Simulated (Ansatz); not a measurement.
Total energies of C4H4F6OS (`CS(=O)C(C(F)(F)F)C(F)(F)F`).

Z-matrix (Å, degrees):
```
C
S 1 1.798
H 1 1.091 2 108.6
H 1 1.090 2 105.4 3 -117.5
H 1 1.089 2 110.9 3 123.4
O 2 1.471 1 105.8 3 47.3
C 2 1.882 1 95.5 3 -62.8
C 7 1.523 2 109.7 1 -91.8
C 7 1.528 2 109.7 1 143.8
H 7 1.091 2 109.1 1 26.6
F 8 1.329 7 112.3 2 -74.1
F 8 1.344 7 110.2 2 45.6
F 8 1.332 7 111.6 2 164.1
F 9 1.339 7 110.7 2 167.0
F 9 1.327 7 110.1 2 -74.4
F 9 1.330 7 112.3 2 46.8
```

Charge 0, multiplicity 1. All single points use the PBE0-D4/def2-TZVP geometry. It is one conformer, not always the lowest. Basis def2-TZVPP, the Gaussian-basis code of Ansatz.

RPA on PBE orbitals: Hartree–Fock energy of these orbitals -1223.00151 Eh, correlation -3.88517 Eh (frozen core).

```csv
functional,energy without D4 (Eh),D4 term (kJ/mol)
CAM-B3LYP,-1227.44377,-40.3
LC-ωPBE,-1227.08882,–
```

(1) Give the same for LDA (SPW92), PBE, revPBE, BLYP, r2SCAN, B97M-V, PBE0, B3LYP, r2SCANh, r2SCAN0, HSE06 (plane-wave form), BHLYP, ωB97X-V, ωB97M-V, B2PLYP, PBE-QIDH. (An estimate is asked.)

B3LYP takes the VWN-RPA correlation (the form of Gaussian; ORCA's B3LYP/G). HSE06 is the plane-wave form, built on full-range PBE exchange. The double hybrids freeze the cores in their second-order part.

## Answers

(1) Ansatz gave: 
```tsv
functional	energy without D4 (Eh)	D4 term (kJ/mol)
LDA (SPW92)	-1220.60799	–
PBE	-1226.67234	-47.1
revPBE	-1227.31286	-148.4
BLYP	-1227.53941	-102.9
r2SCAN	-1227.28765	-12.7
B97M-V	-1227.33910	–
PBE0	-1226.70570	-40.0
B3LYP	-1227.67261	-74.6
r2SCANh	-1227.23791	-13.3
r2SCAN0	-1227.16682	-14.6
HSE06 (plane-wave form)	-1226.66374	-37.1
BHLYP	-1227.30561	-53.4
ωB97X-V	-1227.34723	–
ωB97M-V	-1227.44027	–
B2PLYP	-1227.04243	–
PBE-QIDH	-1226.51581	–
```

LC-ωPBE has ω = 0.4 bohr⁻¹.
